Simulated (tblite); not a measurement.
Compound: C6H18BOP.
Atom-mapped SMILES: `[CH3:1][CH2:2][CH2:3][B@-:4]([CH3:5])([PH3+:6])[O:7][CH2:8][CH3:9]` (hydrogens: H10, H11, H12 on C1; H13, H14 on C2; H15, H16 on C3; H17, H18, H19 on C5; H20, H21, H22 on P6; H23, H24 on C8; H25, H26, H27 on C9)

Computed with GFN2-xTB (tblite), gas phase: L-BFGS steps from a force-field or distance-geometry start until the largest atomic force falls under 0.01 eV/Å.

Step 44: E = -812.2914 eV
```
atom  x, y, z in Å  |  force x, y, z in eV/Å
C1      2.9159   -1.4386    0.8120   -0.024   0.004   0.006
C2      1.6820   -0.5647    0.6229    0.046   0.020  -0.039
C3      1.2510   -0.3934   -0.8363    0.065   0.030   0.054
B4     -0.0656    0.5451   -0.9427    0.065  -0.054   0.123
C5     -0.5218    1.0659   -2.4033   -0.005  -0.026   0.039
P6      0.0966    2.1512    0.2420   -0.018   0.113  -0.089
O7     -1.1283    0.3208    0.0801   -0.093  -0.101  -0.125
C8     -2.0883   -0.7073    0.0490   -0.017  -0.037   0.074
C9     -2.6943   -0.8987    1.4396   -0.021  -0.010  -0.060
H10     3.7877   -1.0155    0.3150   -0.091   0.046  -0.070
H11     3.1536   -1.5217    1.8725   -0.026  -0.123  -0.050
H12     2.7378   -2.4286    0.3962    0.041  -0.020   0.100
H13     0.8463   -0.9679    1.2013    0.081  -0.059  -0.030
H14     1.8985    0.4358    1.0278   -0.012  -0.021  -0.002
H15     1.1014   -1.3704   -1.3073   -0.025   0.056   0.140
H16     2.0781    0.0773   -1.3733   -0.005  -0.033  -0.090
H17    -1.3841    1.7208   -2.3156   -0.085   0.119  -0.066
H18    -0.7974    0.2775   -3.0948    0.007  -0.180   0.017
H19     0.2807    1.6260   -2.8793   -0.007   0.034   0.001
H20     0.9587    3.2589    0.2984    0.021   0.030   0.094
H21    -0.0446    1.9395    1.5902   -0.026  -0.014  -0.059
H22    -1.0458    2.8797    0.0163   -0.054   0.003   0.084
H23    -1.6222   -1.6546   -0.2660    0.050   0.157  -0.024
H24    -2.8850   -0.4642   -0.6750    0.088  -0.001   0.050
H25    -3.3907   -1.7345    1.4241    0.023   0.025   0.004
H26    -1.9111   -1.1054    2.1671   -0.010   0.006  -0.055
H27    -3.2290   -0.0062    1.7548    0.030   0.037  -0.028
```

Step 45: E = -812.2991 eV
```
atom  x, y, z in Å  |  force x, y, z in eV/Å
C1      2.9192   -1.4380    0.8107   -0.039  -0.001   0.005
C2      1.6854   -0.5648    0.6252    0.007   0.029  -0.094
C3      1.2583   -0.3956   -0.8353   -0.039   0.059  -0.006
B4     -0.0561    0.5511   -0.9472    0.039  -0.120   0.118
C5     -0.5172    1.0671   -2.4083    0.006  -0.025   0.024
P6      0.0921    2.1450    0.2411   -0.139   0.165   0.101
O7     -1.1281    0.3276    0.0727   -0.035  -0.081  -0.110
C8     -2.0875   -0.7010    0.0508    0.007  -0.011   0.024
C9     -2.6927   -0.8896    1.4392   -0.017   0.011   0.012
H10     3.7843   -1.0108    0.3059   -0.067   0.021  -0.040
H11     3.1584   -1.5244    1.8691    0.014  -0.088  -0.009
H12     2.7418   -2.4303    0.4008    0.029  -0.017   0.058
H13     0.8467   -0.9698    1.2008    0.122  -0.027  -0.041
H14     1.9003    0.4387    1.0240   -0.007  -0.051   0.029
H15     1.0939   -1.3737   -1.2999    0.002   0.065   0.135
H16     2.0867    0.0653   -1.3815   -0.031  -0.058  -0.035
H17    -1.3811    1.7221   -2.3225   -0.060   0.084  -0.060
H18    -0.7920    0.2726   -3.0946    0.008  -0.149   0.026
H19     0.2822    1.6278   -2.8894   -0.011   0.021   0.003
H20     0.9371    3.2662    0.3272    0.022   0.006   0.075
H21    -0.0589    1.9022    1.5891    0.003   0.040  -0.189
H22    -1.0625    2.8611    0.0156    0.026  -0.028   0.100
H23    -1.6208   -1.6449   -0.2637    0.076   0.075  -0.036
H24    -2.8845   -0.4617   -0.6701    0.029   0.021  -0.013
H25    -3.3911   -1.7225    1.4325   -0.006   0.002  -0.036
H26    -1.9125   -1.0976    2.1661    0.065  -0.011  -0.003
H27    -3.2212    0.0046    1.7577   -0.001   0.068  -0.038
```

Step 46: E = -812.3053 eV
```
atom  x, y, z in Å  |  force x, y, z in eV/Å
C1      2.9184   -1.4410    0.8105   -0.043  -0.008   0.007
C2      1.6859   -0.5652    0.6325   -0.015   0.019  -0.105
C3      1.2623   -0.3892   -0.8271   -0.112   0.054  -0.058
B4     -0.0539    0.5571   -0.9414   -0.027  -0.083   0.084
C5     -0.5244    1.0656   -2.4051    0.002  -0.043  -0.014
P6      0.0983    2.1617    0.2349   -0.118   0.076   0.008
O7     -1.1317    0.3324    0.0723    0.018  -0.016  -0.035
C8     -2.0850   -0.7017    0.0510    0.036   0.010  -0.027
C9     -2.6969   -0.8993    1.4327    0.001   0.011   0.066
H10     3.7764   -1.0075    0.2994   -0.033  -0.010  -0.001
H11     3.1592   -1.5408    1.8667    0.049  -0.024   0.014
H12     2.7419   -2.4340    0.4026    0.006  -0.009  -0.003
H13     0.8463   -0.9771    1.2028    0.127   0.008  -0.042
H14     1.8988    0.4374    1.0334    0.005  -0.063   0.064
H15     1.0879   -1.3673   -1.2862    0.013   0.040   0.095
H16     2.0910    0.0646   -1.3810   -0.051  -0.066   0.016
H17    -1.3921    1.7199   -2.3259   -0.013   0.016  -0.036
H18    -0.7966    0.2593   -3.0818    0.016  -0.080   0.055
H19     0.2687    1.6277   -2.8961   -0.007  -0.003   0.010
H20     0.9455    3.2735    0.3223    0.091   0.072   0.048
H21    -0.0398    1.9227    1.5788   -0.049   0.003  -0.063
H22    -1.0487    2.8866    0.0137   -0.034  -0.028   0.097
H23    -1.6101   -1.6381   -0.2662    0.091  -0.001  -0.042
H24    -2.8805   -0.4677   -0.6695   -0.024   0.044  -0.076
H25    -3.3917   -1.7343    1.4244   -0.030  -0.009  -0.075
H26    -1.9224   -1.1098    2.1621    0.135  -0.018   0.050
H27    -3.2265   -0.0090    1.7556   -0.034   0.107  -0.037
```

Step 47: E = -812.3100 eV
```
atom  x, y, z in Å  |  force x, y, z in eV/Å
C1      2.9188   -1.4394    0.8089   -0.008  -0.020  -0.007
C2      1.6872   -0.5647    0.6305   -0.003   0.015  -0.049
C3      1.2636   -0.3916   -0.8277   -0.097   0.042  -0.053
B4     -0.0480    0.5548   -0.9447   -0.082  -0.008   0.001
C5     -0.5207    1.0642   -2.4099   -0.020  -0.034  -0.019
P6      0.0887    2.1547    0.2363   -0.017   0.120   0.044
O7     -1.1295    0.3372    0.0657    0.033  -0.004   0.008
C8     -2.0828   -0.6948    0.0532    0.019   0.003  -0.072
C9     -2.6936   -0.8891    1.4346    0.026   0.025   0.081
H10     3.7721   -1.0039    0.2924   -0.001  -0.023   0.014
H11     3.1626   -1.5414    1.8639    0.057   0.009   0.023
H12     2.7440   -2.4337    0.4050   -0.007  -0.021  -0.031
H13     0.8527   -0.9785    1.2045    0.072   0.010  -0.038
H14     1.8991    0.4378    1.0302    0.014  -0.044   0.074
H15     1.0860   -1.3708   -1.2789   -0.002  -0.010   0.053
H16     2.0940    0.0540   -1.3846   -0.043  -0.048   0.013
H17    -1.3891    1.7210   -2.3308    0.032  -0.038  -0.032
H18    -0.7931    0.2562   -3.0868    0.022  -0.041   0.082
H19     0.2707    1.6280   -2.9027   -0.009  -0.021   0.019
H20     0.9300    3.2759    0.3477    0.034   0.016   0.027
H21    -0.0558    1.8972    1.5745   -0.032   0.004  -0.027
H22    -1.0632    2.8673    0.0206   -0.071   0.020   0.070
H23    -1.6077   -1.6300   -0.2625    0.092  -0.045  -0.050
H24    -2.8783   -0.4617   -0.6669   -0.048   0.037  -0.090
H25    -3.3891   -1.7224    1.4238   -0.053  -0.021  -0.059
H26    -1.9181   -1.1032    2.1623    0.118  -0.009   0.052
H27    -3.2205    0.0034    1.7570   -0.028   0.089  -0.033
```

**Question.** Estimate the geometry and energy of step 48. (The exact step hangs on the optimiser's Hessian estimate; all steps are aligned on step 47, rigid shifts and turns removed.)

**Answer.** E = -812.3140 eV, largest force 0.133 eV/Å
```
atom  x, y, z in Å  |  force x, y, z in eV/Å
C1      2.9169   -1.4395    0.8075    0.023  -0.031  -0.009
C2      1.6865   -0.5637    0.6304    0.020  -0.003   0.017
C3      1.2609   -0.3885   -0.8257   -0.052   0.009  -0.017
B4     -0.0477    0.5564   -0.9412   -0.108   0.057  -0.052
C5     -0.5226    1.0614   -2.4081   -0.015  -0.002  -0.019
P6      0.0867    2.1604    0.2343   -0.015   0.011   0.026
O7     -1.1287    0.3411    0.0658    0.033   0.017   0.050
C8     -2.0789   -0.6914    0.0524   -0.019  -0.022  -0.071
C9     -2.6914   -0.8876    1.4338    0.021   0.014   0.051
H10     3.7664   -1.0011    0.2880    0.029  -0.039   0.021
H11     3.1643   -1.5460    1.8621    0.048   0.039   0.001
H12     2.7427   -2.4342    0.4045   -0.013  -0.016  -0.050
H13     0.8573   -0.9816    1.2064    0.008   0.009  -0.028
H14     1.8984    0.4361    1.0344    0.021  -0.015   0.075
H15     1.0830   -1.3687   -1.2702   -0.027  -0.057   0.004
H16     2.0922    0.0509   -1.3842   -0.027  -0.021  -0.002
H17    -1.3915    1.7196   -2.3317    0.048  -0.071  -0.030
H18    -0.7930    0.2492   -3.0806    0.017  -0.027   0.072
H19     0.2677    1.6263   -2.9024   -0.014  -0.040   0.017
H20     0.9327    3.2730    0.3493    0.043   0.084   0.033
H21    -0.0577    1.8922    1.5691   -0.026   0.016   0.001
H22    -1.0688    2.8660    0.0222   -0.069   0.054   0.066
H23    -1.5989   -1.6247   -0.2627    0.066  -0.046  -0.051
H24    -2.8747   -0.4583   -0.6687   -0.031   0.015  -0.076
H25    -3.3876   -1.7219    1.4162   -0.028   0.015  -0.036
H26    -1.9144   -1.1051    2.1609    0.067   0.011   0.033
H27    -3.2200    0.0064    1.7538    0.002   0.039  -0.025
```

The energy changes by -0.0040 eV. The first-order estimate −F·Δx gives -0.0059 eV and the mean of the old and new forces, exact on a quadratic surface, -0.0040 eV. The step makes an angle of 61° with the force vector and moves no atom by more than 0.010 Å.

The cost below is that of the whole relaxation. Hardware: one thread of an Arm Neoverse V2, no GPU, shared host with 32 logical CPUs at a one-minute load of 28. Cost: 1.5 s wall.
